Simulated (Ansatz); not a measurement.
Coupled-cluster diagnostics for ReO₃⁺, Ansatz.

Geometry of the singlet (r2SCAN-D4/def2-TZVP):

```xyz
4

Re    0.560   -0.472    0.264
O     1.128   -0.522   -1.279
O    -0.429    1.063    0.642
O    -1.258   -0.069    0.372
```

In the def2 sets Re takes a core potential; there is no spin–orbit coupling. Correlated methods freeze 3 core orbitals; core or outer-core shells of Re are correlated, in sets that lack core-valence functions. In CCSD on the charge 1 triplet the largest single amplitude is 0.26, so its Hartree–Fock determinant may place the open shell otherwise than the density functionals do. The structure holds one bond between oxygen atoms, so isomers without such links may lie far lower. The geometry of the singlet was relaxed on an unsound state (restricted singlet, unstable towards broken spin symmetry). The structure comes from a short search, and lower isomers may exist.

Geometry of the charge 1 triplet (r2SCAN-D4/def2-TZVP):

Cartesian coordinates in Å:
```
Re -0.2628 0.5908 0.3019
O 0.2683 0.3669 1.8647
O 0.5805 -0.1428 -1.2333
O -0.5860 -0.8149 -0.9332
```

Geometry of the charge 1 quintet (r2SCAN-D4/def2-TZVP):

```xyz
4

Re   -0.5352   -0.3261   -0.2711
O    -1.1017    0.0080   -1.7983
O     1.2210   -0.2955    0.7863
O     0.4160    0.6136    1.2831
```

(1) Estimate the CCSD(T) correlation energy, the shares of MP2 and (T), T1 and the reference's ⟨S²⟩ for: charge 1, singlet, own geometry in def2-TZVPP; charge 1, triplet, own geometry in def2-TZVPP; charge 1, quintet, own geometry in def2-TZVPP; and the rough time on 4 threads of AMD EPYC 9B14 on a shared host.

Answers

(1) 
```tsv
state	basis	correlation (eV)	MP2 share (%)	(T) share (%)	T1	⟨S²⟩ (pure)	wall time	remarks
charge 1, singlet, own geometry	def2-TZVPP	-34.344	99.9	6.3	0.047	0.00 (0.00)	21 s	restricted SCF unstable
charge 1, triplet, own geometry	def2-TZVPP	-32.544	96.3	5.8	0.058	3.07 (2.00)	91 s	large T1 (0.058), spin-contaminated (⟨S²⟩ 3.07)
charge 1, quintet, own geometry	def2-TZVPP	-31.379	94.9	5.2	0.052	6.51 (6.00)	84 s	large T1 (0.052), spin-contaminated (⟨S²⟩ 6.51)
```
Customary marks for T1 are 0.02 (closed shells), 0.045 (open shells) and about 0.05 (3d metals). T1 exceeds 0.02 in 3 of 3 rows and 0.045 in 3; the higher it lies, the less the single-reference result can be trusted.
